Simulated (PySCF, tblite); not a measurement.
Compound: C₆H₁₁FO₂Si.
Geometry (GFN2-xTB, Å), atoms numbered from 1 in this order:
```xyz
21
C6H11FO2Si angstrom
C      2.1577   -0.3710    0.9920
C      1.5273    0.4569   -0.0779
C      2.2508    1.0788   -0.9943
F      1.6881    1.8284   -1.9673
C      0.0152    0.5399   -0.0919
C     -0.5594   -0.5630   -0.9913
C     -2.0819   -0.5014   -1.0254
O     -2.6517   -0.6948    0.2403
Si    -1.9665   -0.0888    1.5906
O     -0.4727    0.4464    1.2202
H      3.2411   -0.3457    0.9188
H      1.8477    0.0039    1.9654
H      1.8156   -1.4016    0.9141
H      3.3264    1.0600   -1.0768
H     -0.2833    1.5143   -0.5061
H     -0.2577   -1.5327   -0.5905
H     -0.1635   -0.4469   -1.9999
H     -2.4033    0.4693   -1.4245
H     -2.4769   -1.2908   -1.6745
H     -1.8117   -1.1945    2.5213
H     -2.7502    1.0501    2.0573
```

The calculation used PBE0/pcSseg-1 in PySCF (dipole) on a GFN2-xTB geometry, gas phase.

Take the most abundant isotopes and a rigid rotor. The values belong to one conformer with, in the numbering `[CH3:1]/[C:2](=[CH:3]/[F:4])[C@H:5]1[CH2:6][CH2:7][O:8][SiH2:9][O:10]1`, C1–C2–C5–C6 -92°, C2–C5–C6–C7 180°, C5–C6–C7–O8 -61°, C6–C7–O8–Si9 38°, C7–O8–Si9–O10 -11°.

(1) Give the principal moments of inertia and the rotational constants in MHz.

(2) What kind of rotor is it?

(3) What does the inertial defect say?

(4) List the rotational levels J(Ka,Kc) to J = 4 (K).

(5) Predict some low-J microwave lines.

Answers

(1) Ia = 248.01, Ib = 686.39, Ic = 818.18 u·Å²; 505379 MHz·u·Å²/I gives A = 2038, B = 736.3, C = 617.7 MHz.

(2) An asymmetric top: κ = (2 × 736.3 − 2038 − 617.7)/(2038 − 617.7) = -0.83.

(3) Not planar: Δ = Ic − Ia − Ib = -116.22 u·Å². For a rigid frame Δ = −2 Σ m c², so Σ m c² = 58.11 u·Å² lies off the ab plane: 15.62 from hydrogen and 42.49 from heavier atoms. The atom farthest from that plane is 1.81 Å away.

(4) Above 0(0,0), as E/k:
J = 1: 1(0,1) 0.065, 1(1,1) 0.127, 1(1,0) 0.133
J = 2: 2(0,2) 0.195, 2(1,2) 0.252, 2(1,1) 0.269, 2(2,1) 0.456, 2(2,0) 0.457
J = 3: 3(0,3) 0.388, 3(1,3) 0.438, 3(1,2) 0.472, 3(2,2) 0.651, 3(2,1) 0.653, 3(3,1) 0.978, 3(3,0) 0.978
J = 4: 4(0,4) 0.644, 4(1,4) 0.686, 4(1,3) 0.743, 4(2,3) 0.911, 4(2,2) 0.916, 4(3,2) 1.238, 4(3,1) 1.239, 4(4,1) 1.695, 4(4,0) 1.695
Those of J = 1 are B + C, A + C and A + B.

(5) The dipole components are |μa| = 0.93 D, |μb| = 0.13 D, |μc| = 1.15 D. Intensities carry the squares of the components, which stand as 0.67 : 0.01 : 1.00 (a : b : c). Some lines, for components of 0.1 D or more:

```json
{"type": "c", "branch": "Q", "J(Ka,Kc)": "2(1,2) ← 2(0,2)", "MHz": "1191", "lower level (cm⁻¹)": "0.135"}
{"type": "c", "branch": "Q", "J(Ka,Kc)": "1(1,1) ← 1(0,1)", "MHz": "1301", "lower level (cm⁻¹)": "0.045"}
{"type": "a", "branch": "R", "J(Ka,Kc)": "1(0,1) ← 0(0,0)", "MHz": "1354", "lower level (cm⁻¹)": "0.000"}
{"type": "b", "branch": "R", "J(Ka,Kc)": "2(0,2) ← 1(1,1)", "MHz": "1399", "lower level (cm⁻¹)": "0.089"}
{"type": "b", "branch": "Q", "J(Ka,Kc)": "1(1,0) ← 1(0,1)", "MHz": "1420", "lower level (cm⁻¹)": "0.045"}
{"type": "b", "branch": "Q", "J(Ka,Kc)": "2(1,1) ← 2(0,2)", "MHz": "1546", "lower level (cm⁻¹)": "0.135"}
{"type": "a", "branch": "R", "J(Ka,Kc)": "2(1,2) ← 1(1,1)", "MHz": "2589", "lower level (cm⁻¹)": "0.089"}
{"type": "b", "branch": "R", "J(Ka,Kc)": "1(1,1) ← 0(0,0)", "MHz": "2655", "lower level (cm⁻¹)": "0.000"}
{"type": "a", "branch": "R", "J(Ka,Kc)": "2(0,2) ← 1(0,1)", "MHz": "2700", "lower level (cm⁻¹)": "0.045"}
{"type": "b", "branch": "R", "J(Ka,Kc)": "2(1,2) ← 1(0,1)", "MHz": "3891", "lower level (cm⁻¹)": "0.045"}
{"type": "c", "branch": "Q", "J(Ka,Kc)": "2(2,1) ← 2(1,1)", "MHz": "3904", "lower level (cm⁻¹)": "0.187"}
{"type": "c", "branch": "R", "J(Ka,Kc)": "2(1,1) ← 1(0,1)", "MHz": "4247", "lower level (cm⁻¹)": "0.045"}
{"type": "b", "branch": "R", "J(Ka,Kc)": "2(2,1) ← 1(1,0)", "MHz": "6731", "lower level (cm⁻¹)": "0.093"}
```

Its GFN2-xTB frequencies are all real (lowest 24 cm⁻¹). No vibrational averaging or centrifugal distortion is included, and the geometry carries the error of its method. A rigid rotor knows nothing of internal rotation, which can split or shift real lines.
